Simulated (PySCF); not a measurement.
# Static response to an electric field

Species: InEt2(CN), C₅H₁₀InN.
Cartesian coordinates in Å at the PBE0-D3(BJ)/def2-SVP level; atoms count from 1:
```
atom  x, y, z in Å
In1    0.1575    0.1161   -0.1668
C2     2.1399   -0.3410    0.5681
C3     2.1945   -1.6170    1.3986
H4     2.5206    0.5296    1.1250
H5     2.7717   -0.4285   -0.3329
H6     3.2300   -1.8629    1.6893
H7     1.6129   -1.5306    2.3298
H8     1.7933   -2.4835    0.8507
C9    -1.0635    1.8020   -0.7544
C10   -2.5309    1.4429   -0.9466
H11   -0.6203    2.1935   -1.6862
H12   -0.9300    2.5976   -0.0034
H13   -3.1198    2.3164   -1.2737
H14   -2.6671    0.6532   -1.7013
H15   -2.9916    1.0708   -0.0181
C16   -0.9691   -1.7330   -0.4363
N17   -1.5567   -2.7262   -0.5814
```

Level: CAM-B3LYP/def2-SVPD (PySCF), static field, nuclei fixed, core orbitals frozen in the response. The polarisability tensor in these axes (au):

```
x   112.13  -7.70  15.28
y    -7.70 107.12  -7.19
z    15.28  -7.19  80.20
```

Give the principal values, the mean and the anisotropy Δα = √{½[(α1 − α2)² + (α2 − α3)² + (α1 − α3)²]}.

Principal values 73.61, 101.78 and 124.06 au; mean 99.82 au = 14.79 Å³ = 16.46 × 10⁻⁴⁰ C²·m²/J; Δα = 43.79 au (44 % of the mean).

What is the dipole moment, and where does it point?

(2.86, 4.71, 0.68) D, 5.55 D in size, pointing from the negative to the positive side. Measured along this direction, the outermost atoms are N17 at the negative end and H4 at the positive end.

In TDDFT the mean static polarisability is Σ f/ω² over all singlet excitations (ω in hartree). How much of it do the 10 lowest give? Their energies (eV) and oscillator strengths: 4.36, 0.0001; 5.52, 0.0107; 6.07, 0.0480; 6.09, 0.2223; 6.52, 0.0269; 6.98, 0.0522; 7.12, 0.0160; 7.44, 0.0102; 7.46, 0.0057; 7.47, 0.0204.

They add up to 7.64 au, 7.7 % of the 99.82 au; the largest single term is 4.44 au, from the state at 6.09 eV. Terms in order: 0.00, 0.26, 0.96, 4.44, 0.47, 0.79, 0.23, 0.14, 0.08, 0.27 au. Higher excitations give the rest. The strengths listed sum to 0.412.

Directions of the eigenvectors, and the extent of the frame along each?

Largest value along (0.78, -0.51, 0.36), where the nuclei span 8.16 Å; middle along (0.52, 0.85, 0.08), 5.02 Å; least along (-0.35, 0.12, 0.93), 2.75 Å. The response follows the extents in order.

How large is μ²/3kT at 350 K beside α?

In Gaussian units μ²/3kT = 212.55 Å³ against 14.79 Å³, a ratio of 14.37; the Debye molar polarisation (4π/3)N_A(α + μ²/3kT) is 573.5 cm³/mol, leaving out the vibrational part.

Isolated species at its PBE0-D3(BJ)/def2-SVP geometry (one conformer only). Atoms past krypton carry effective core potentials; spin–orbit coupling is left out.
